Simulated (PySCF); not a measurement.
Species: GeCl3(nBu), C₄H₉Cl₃Ge.
Z-matrix (Å and degrees, PBE0-D3(BJ)/def2-SVP geometry), rows numbered from 1:
```
Ge
Cl  1  2.1448
Cl  1  2.1466  2  108.13
Cl  1  2.1464  2  107.95  3  -115.40
C   1  1.9311  2  112.36  3   122.57
C   5  1.5252  1  111.78  2   177.70
C   6  1.5271  5  113.75  1   178.78
C   7  1.5209  6  114.38  5    63.29
H   5  1.1027  1  106.56  2   -59.69
H   5  1.1016  1  106.01  2    54.62
H   6  1.1040  5  109.21  1   -58.70
H   6  1.1028  5  109.02  1    56.73
H   7  1.1027  6  107.97  5  -174.76
H   7  1.1044  6  109.12  5   -60.20
H   8  1.1001  7  111.19  6   176.34
H   8  1.1013  7  112.14  6   -63.85
H   8  1.1022  7  111.16  6    56.52
```

The calculation used PBE0-D3(BJ)/def2-SVP geometry optimisation, gas phase (PySCF 2.14.0).

Take the most abundant isotopes and a rigid rotor. The values belong to one conformer.

Q: Give the principal moments of inertia and the rotational constants in GHz.

A: Ia = 444.11, Ib = 996.11, Ic = 1026.30 u·Å²; 505379 MHz·u·Å²/I gives 1138, 507.4 and 492.4 MHz, that is A = 1.1380, B = 0.5074, C = 0.4924 GHz.

Q: What kind of rotor is it?

A: A near-prolate asymmetric top. Ray's parameter κ = (2B − A − C)/(A − C) = -0.954; −1 is the prolate and +1 the oblate limit.

Q: What does the inertial defect say?

A: Not planar: Δ = Ic − Ia − Ib = -413.92 u·Å². For a rigid frame Δ = −2 Σ m c², so Σ m c² = 206.96 u·Å² lies off the ab plane: 8.72 from hydrogen and 198.24 from heavier atoms. The atom farthest from that plane is 2.00 Å away.

Q: Give the other two planar moments, Paa and Pbb, and the rms extents of the mass along the axes.

A: Paa = Σ m a² = (Ib + Ic − Ia)/2 = 789.15 and Pbb = Σ m b² = (Ia + Ic − Ib)/2 = 237.15 u·Å². With the mass M = 235.90 u, the rms extents √(P/M) along a, b and c are 1.83, 1.00, 0.94 Å.

Q: Give the coordinates in the principal-axis frame, origin at the centre of mass.

A: The sense of each axis is arbitrary; atoms in the order of the calculation.
| atom | mass (u) | a (Å) | b (Å) | c (Å) |
| --- | --- | --- | --- | --- |
| Ge1 | 73.921 | 0.518 | -0.044 | -0.067 |
| Cl2 | 34.969 | 1.895 | -1.258 | -1.175 |
| Cl3 | 34.969 | 1.164 | 1.998 | -0.208 |
| Cl4 | 34.969 | 0.657 | -0.604 | 2.001 |
| C5 | 12.000 | -1.298 | -0.233 | -0.696 |
| C6 | 12.000 | -2.274 | 0.592 | 0.137 |
| C7 | 12.000 | -3.722 | 0.499 | -0.341 |
| C8 | 12.000 | -4.325 | -0.894 | -0.249 |
| H9 | 1.008 | -1.298 | 0.074 | -1.755 |
| H10 | 1.008 | -1.521 | -1.311 | -0.664 |
| H11 | 1.008 | -2.215 | 0.271 | 1.191 |
| H12 | 1.008 | -1.956 | 1.648 | 0.122 |
| H13 | 1.008 | -4.325 | 1.199 | 0.261 |
| H14 | 1.008 | -3.784 | 0.866 | -1.381 |
| H15 | 1.008 | -5.385 | -0.889 | -0.544 |
| H16 | 1.008 | -3.810 | -1.613 | -0.905 |
| H17 | 1.008 | -4.268 | -1.285 | 0.781 |

Q: List the rotational levels J(Ka,Kc) to J = 3 (MHz).

A: Above 0(0,0):
J = 1: 1(0,1) 1000, 1(1,1) 1630, 1(1,0) 1645
J = 2: 2(0,2) 2999, 2(1,2) 3615, 2(1,1) 3660, 2(2,1) 5552, 2(2,0) 5552
J = 3: 3(0,3) 5997, 3(1,3) 6592, 3(1,2) 6681, 3(2,2) 8551, 3(2,1) 8552, 3(3,1) 11741, 3(3,0) 11741

Q: Which types of transition are allowed, and where do some lines up to J = 4 fall?

A: The dipole components are |μa| = 2.99 D, |μb| = 0.22 D, |μc| = 0.89 D. Intensities carry the squares of the components, which stand as 1.00 : 0.01 : 0.09 (a : b : c). Some lines, for components of 0.1 D or more:

```json
{"type": "c", "branch": "Q", "J(Ka,Kc)": "4(1,4) ← 4(0,4)", "MHz": "567", "lower level (cm⁻¹)": "0.333"}
{"type": "b", "branch": "R", "J(Ka,Kc)": "2(0,2) ← 1(1,1)", "MHz": "1369", "lower level (cm⁻¹)": "0.054"}
{"type": "b", "branch": "R", "J(Ka,Kc)": "1(1,1) ← 0(0,0)", "MHz": "1630", "lower level (cm⁻¹)": "0.000"}
{"type": "c", "branch": "Q", "J(Ka,Kc)": "4(2,3) ← 4(1,3)", "MHz": "1840", "lower level (cm⁻¹)": "0.357"}
{"type": "c", "branch": "Q", "J(Ka,Kc)": "2(2,1) ← 2(1,1)", "MHz": "1892", "lower level (cm⁻¹)": "0.122"}
{"type": "a", "branch": "R", "J(Ka,Kc)": "3(1,3) ← 2(1,2)", "MHz": "2977", "lower level (cm⁻¹)": "0.121"}
{"type": "a", "branch": "R", "J(Ka,Kc)": "3(2,2) ← 2(2,1)", "MHz": "2999", "lower level (cm⁻¹)": "0.185"}
{"type": "a", "branch": "R", "J(Ka,Kc)": "3(2,1) ← 2(2,0)", "MHz": "3000", "lower level (cm⁻¹)": "0.185"}
{"type": "b", "branch": "Q", "J(Ka,Kc)": "4(3,2) ← 4(2,3)", "MHz": "3191", "lower level (cm⁻¹)": "0.419"}
{"type": "b", "branch": "R", "J(Ka,Kc)": "4(0,4) ← 3(1,3)", "MHz": "3402", "lower level (cm⁻¹)": "0.220"}
{"type": "b", "branch": "R", "J(Ka,Kc)": "3(1,3) ← 2(0,2)", "MHz": "3593", "lower level (cm⁻¹)": "0.100"}
{"type": "a", "branch": "R", "J(Ka,Kc)": "4(2,2) ← 3(2,1)", "MHz": "4002", "lower level (cm⁻¹)": "0.285"}
{"type": "b", "branch": "Q", "J(Ka,Kc)": "4(4,0) ← 4(3,1)", "MHz": "4466", "lower level (cm⁻¹)": "0.525"}
{"type": "c", "branch": "R", "J(Ka,Kc)": "3(2,1) ← 2(1,1)", "MHz": "4892", "lower level (cm⁻¹)": "0.122"}
{"type": "c", "branch": "R", "J(Ka,Kc)": "3(3,0) ← 2(2,0)", "MHz": "6190", "lower level (cm⁻¹)": "0.185"}
{"type": "b", "branch": "R", "J(Ka,Kc)": "4(4,1) ← 3(3,0)", "MHz": "8466", "lower level (cm⁻¹)": "0.392"}
{"type": "c", "branch": "R", "J(Ka,Kc)": "4(4,0) ← 3(3,0)", "MHz": "8466", "lower level (cm⁻¹)": "0.392"}
{"type": "b", "branch": "R", "J(Ka,Kc)": "4(4,0) ← 3(3,1)", "MHz": "8466", "lower level (cm⁻¹)": "0.392"}
```

Q: Estimate the classical rotational partition function at 10 K, 100 K and 200 K.

A: Point group C1, symmetry number σ = 1; q = (√π/σ)·√((kT/h)³/(ABC)), k/h = 20836.6 MHz/K: 10000 at 10 K, 316000 at 100 K, 894000 at 200 K.

PBE0-D3(BJ)/def2-SVP frequencies: not computed here. No vibrational averaging or centrifugal distortion is included, and the geometry carries the error of its method. A rigid rotor knows nothing of internal rotation, which can split or shift real lines. Quadrupole hyperfine structure (35Cl) is left out.

On 2 threads of an Intel Xeon 6975P-C (shared host), this took 1.8 min wall, 4.5 min CPU and 0.95 GiB of memory at its peak. This is the geometry optimisation.
